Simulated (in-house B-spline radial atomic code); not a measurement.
How numerical settings move a run on the lithium ion Li⁺, 1s2. Computed with an all-electron radial atomic-structure program (B-spline basis): scalar-relativistic (X2C) M06-2X, spin-polarised, spherical fractional occupations, Fermi nucleus of rms radius 2.444 fm.

Command:
```bash
python run_scf.py task.json out
```
Settings of the sound reference run:
```
Z                3
electrons        2
configuration    1s2
hamiltonian      x2c
method           m062x
spin_polarised   True
nucleus          fermi
rms_radius       2.444
mass_number      7
atomic_mass      7.016003
speed_of_light   137.036
knot_spacing     0.22
spline_order     8
gauss_points     12
box_radius       35.29
max_iterations   70
damping          0.5
damped_steps     3
diis_vectors     10
tolerance        1e-08
start            Thomas-Fermi
```

Run time, properties included: 0.34 s on 1 thread of Arm Neoverse N1, with other jobs on the host.

It converges in 7 iterations to -7.284821 hartree, with 1s down at -68.4176 eV. The other runs change the listed settings, some to values that make no sense; their results aren't properties of the atom or ion. Radii are in bohr (the nuclear one in fm), a minus after a letter asks for a j subshell, and «unchanged» means within 1e-8 hartree. The run stops when the residual is below 10 × tolerance × max(1, Z/10), or a noise floor if that is larger, and the energy moves by less than 1e-8 × √|E| hartree; so very loose and very tight tolerances often act alike.

```tsv
changed settings	outcome
knot_spacing = 1, first_knot = 0.1, max_iterations = 60, start = bare nucleus	converged in 7 iterations, energy +1.75e-03 hartree from the reference, 1s down level -1.3e-02 eV
spline_order = 7, box_radius = 5.29, max_iterations = 75, diis_vectors = 4, tolerance = 1e-06	converged in 6 iterations, energy -2.74e-05 hartree from the reference, 1s down level -4.0e-03 eV (the program warns: states collapsed into the nucleus by a negative tau potential were left out of the aufbau)
first_knot = 3.33e-05, max_iterations = 8, tolerance = 1e-06, start = bare nucleus	converged in 6 iterations, energy +7.70e-06 hartree from the reference, 1s down level -2.7e-03 eV (the program warns: states collapsed into the nucleus by a negative tau potential were left out of the aufbau)
damped_steps = 30	converged in 14 iterations, energy unchanged, 1s down level -1.5e-06 eV (the program warns: states collapsed into the nucleus by a negative tau potential were left out of the aufbau)
max_iterations = 12	converged in 7 iterations, energy unchanged (the program warns: states collapsed into the nucleus by a negative tau potential were left out of the aufbau)
damped_steps = 1	converged in 5 iterations, energy +2.01e-08 hartree from the reference, 1s down level +7.2e-06 eV (the program warns: states collapsed into the nucleus by a negative tau potential were left out of the aufbau)
damped_steps = 0	converged in 5 iterations, energy +1.93e-08 hartree from the reference, 1s down level +7.7e-06 eV (the program warns: states collapsed into the nucleus by a negative tau potential were left out of the aufbau)
diis_vectors = 2	converged in 7 iterations, energy unchanged, 1s down level -1.1e-06 eV (the program warns: states collapsed into the nucleus by a negative tau potential were left out of the aufbau)
```

Task: What happens with damped_steps = 8?

Result: Converged in 30 iterations, energy unchanged, 1s down level -3.5e-06 eV (the program warns: states collapsed into the nucleus by a negative tau potential were left out of the aufbau).

Task: What happens with hamiltonian = dirac, method = r2scan, spin_polarised = False?

Result: Stopped with error: meta-GGAs are not served with the Dirac Hamiltonian.

Task: What happens with first_knot = 0.000333, max_iterations = 100, start = bare nucleus?

Result: Converged in 7 iterations, energy -2.65e-05 hartree from the reference, 1s down level -2.4e-03 eV.

Task: What happens with diis_vectors = 1?

Result: Converged in 7 iterations, energy unchanged, 1s down level -2.3e-06 eV (the program warns: states collapsed into the nucleus by a negative tau potential were left out of the aufbau).
